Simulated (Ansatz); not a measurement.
Ansatz (a program for electronic structure) input (HF/3-21G): The .json file is the Basis Set Exchange's 3-21G.

Ansatz 0.2 input:
```yaml
crystal:
  periodic: [false, false, false]
  atoms:
    - {symbol: Si, position_ang: [-2.01068300, 0.22388300, 0.02312100]}
    - {symbol: C, position_ang: [-0.19429600, 0.04512000, -0.01620100]}
    - {symbol: C, position_ang: [0.69453300, 0.93056300, -0.79913200]}
    - {symbol: C, position_ang: [1.90498400, 0.40121400, -0.50333500]}
    - {symbol: O, position_ang: [1.87057800, -0.72550400, 0.38448200]}
    - {symbol: C, position_ang: [0.55685000, -0.88888900, 0.64265800]}
    - {symbol: H, position_ang: [-2.66457000, -0.80755600, 0.89741500]}
    - {symbol: H, position_ang: [-2.48406700, 1.53909100, 0.54848600]}
    - {symbol: H, position_ang: [-2.66787600, 0.08024200, -1.31004800]}
    - {symbol: H, position_ang: [2.92222100, 0.63394300, -0.78661900]}
    - {symbol: H, position_ang: [0.30682000, -1.70409700, 1.30728000]}
basis:
  gaussian:
    orbitals: 3-21G.json
hamiltonian:
  xc: {name: HF}
total_charge: -1
relax: {f_tol: 0.003, max_steps: 120}
```

From the output:

```
reference -14020.49116228 eV, -515.2435467835 hartree; 26, 26 occupied and 42, 42 virtual orbitals, 916 factors
relax step   7: F+E_penalty+E_count = -14020.49116228 eV  Δ(F+E_penalty+E_count) = -4.503e-5 eV  max|allowed force component| = 6.809e-3 eV/Å  Δτ_max = 0.0056 Å  (41 SCF iters, accepted)
these checks for a lower state are left out or cut short: starts, cluster_reference, orbital_swaps, neighbouring_geometries, increment
integrals: 0.02 GiB planned
916 factors; integrals over basis functions are off by at most 5.7e-4 eV
mean field: 0.20 GiB planned
mean field -14020.49116394 eV, -515.2435468445 hartree, gradient 8.2e-6 eV, S^2 0.000000; 0 other end points of the search recorded, 0 dependent functions left out
the calculation of the forces begins
reference -14020.49116394 eV, -515.2435468445 hartree; 26, 26 occupied and 42, 42 virtual orbitals, 916 factors
relax step   8: F+E_penalty+E_count = -14020.49116394 eV  Δ(F+E_penalty+E_count) = -1.660e-6 eV  max|allowed force component| = 2.393e-3 eV/Å  Δτ_max = 0.0007 Å  (41 SCF iters, accepted)
integrals: 0.02 GiB planned
916 factors; integrals over basis functions are off by at most 5.7e-4 eV
mean field: 0.20 GiB planned
mean field evaluation 96: about -14020.4017 eV, gradient 4.5e0 eV
mean field -14020.49116394 eV, -515.2435468445 hartree, gradient 8.2e-6 eV, S^2 0.000000; 1 other end points of the search recorded, 0 dependent functions left out
the calculation of the forces begins
reference -14020.49116394 eV, -515.2435468445 hartree; 26, 26 occupied and 42, 42 virtual orbitals, 916 factors
Total energy: -14020.49116394 eV, -515.2435468445 hartree
Atom 0 at    -2.020846     0.224652     0.023522 Å, force     0.000209    -0.000363     0.000243 eV/Å
Atom 1 at    -0.184892     0.008745     0.011418 Å, force    -0.000823    -0.000328     0.000348 eV/Å
Atom 2 at     0.705027     0.932126    -0.801399 Å, force    -0.002116    -0.002275     0.001994 eV/Å
Atom 3 at     1.922182     0.415419    -0.516186 Å, force     0.000902     0.001127    -0.000968 eV/Å
Atom 4 at     1.890253    -0.730431     0.386404 Å, force     0.000615    -0.001882     0.001411 eV/Å
Atom 5 at     0.567887    -0.903322     0.652894 Å, force    -0.001769     0.001281    -0.000825 eV/Å
Atom 6 at    -2.721645    -0.796164     0.894119 Å, force    -0.000300    -0.000106     0.000112 eV/Å
Atom 7 at    -2.487017     1.548847     0.550214 Å, force    -0.000062     0.000281     0.000119 eV/Å
Atom 8 at    -2.671935     0.081218    -1.319505 Å, force    -0.000101    -0.000039    -0.000280 eV/Å
Atom 9 at     2.921083     0.654827    -0.802896 Å, force     0.002393     0.000213    -0.000408 eV/Å
Atom 10 at     0.314396    -1.707908     1.309523 Å, force     0.001053     0.002091    -0.001747 eV/Å
Dipole moment:    -0.400272    -0.608584     0.517295 e Å
```

The dipole moment of an ion depends on the origin.

The geometry given is a B3LYP-D3(BJ)/def2-TZVP minimum.
